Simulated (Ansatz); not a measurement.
Species: sum formula YOCl, net charge 0, singlet state. SMILES: [O]=[Y][Cl]
Geometry: optimised at B3LYP-D3(BJ)/def2-TZVP (Ansatz, a program for electronic structure).

Wanted: vertical ionisation energy (to the doublet state of charge +1; each state is the SCF solution reached for its spin), in eV. Cores are frozen in the correlated levels unless marked. UHF or UKS for open shells. Spin-orbit coupling is left out. Frozen are the shells of the preceding noble gas and the d and f shells that filled before the atom's block. In def2 rows, elements after Kr have scalar-relativistic effective core potentials. CBS marks a two-point X^-3 extrapolation of the correlation energy; Hartree-Fock from the larger set. [CCSD(T)-MP2]/basis is that difference in the basis named.

| level | program | vertical ionisation energy (eV) |
|---|---|---|
| CAM-B3LYP/def2-TZVPD | Ansatz | (withheld) |
| B2PLYP/def2-TZVPD | Ansatz | 9.46 |
| SCS-MP2/def2-TZVPPD | Ansatz | 9.59 |
| RI-MP2/CBS(def2-TZVPPD,def2-QZVPPD)+[CCSD(T)-MP2]/def2-TZVPPD | Ansatz | 9.35 |

Some entries are withheld; supply them.


- CAM-B3LYP/def2-TZVPD, vertical ionisation energy (eV): 9.31
